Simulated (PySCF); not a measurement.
Structure problem from calculated spectra and properties.

Formula: CH3ClF2Si.

* Dipole: 2.60 D [PBE0/pcSseg-1]
* 13C NMR: chemical shifts (computed TMS as zero) by class: 0.5 (1 C) ppm [GIAO PBE0/pcSseg-1]
* Rotational structure: rotational constants A, B, C: 3.746, 2.423, 2.242 GHz [GFN2-xTB]
* 1H NMR: chemical shifts (computed TMS as zero) by class: 0.58 (3 H) ppm [GIAO PBE0/pcSseg-1]
* NMR, other nuclei: isotropic shieldings of nuclei other than C and H, by class: 297 (2 F), 363 (1 Si), 887 (1 Cl) ppm [GIAO PBE0/pcSseg-1]

The electronic properties come from PySCF, for the isolated species, density fitting. Levels stand in brackets. Geometry: GFN2-xTB; no solvent, vibrations or thermal averaging. Each NMR value is the plain mean over a class of atoms that symmetry, rotation or inversion makes alike.

Q: What is the compound? Reason from the data.

A: Numbering: `[CH3:1][Si:2]([F:3])([F:4])[Cl:5]`. Its formula, CH3ClF2Si, gives 0 degrees of unsaturation, so no ring and no π bond. The one carbon: Si-methyl carbon [C1] (0.5 ppm). All hydrogens form one class (0.58 ppm): methyl hydrogen. The other shieldings belong to: 297 ppm, silicon-bound fluorine [F3/F4]; 363 ppm, fluorine-bound silicon [Si2]; 887 ppm, silicon-bound chlorine [Cl5]. The optimised geometry has point group Cs and is an asymmetric top. Structure: methyl(difluoro)silyl chloride (`C[Si](F)(F)Cl`). The assignments are read from this structure; whether some other isomer fits the data as well wasn't checked.
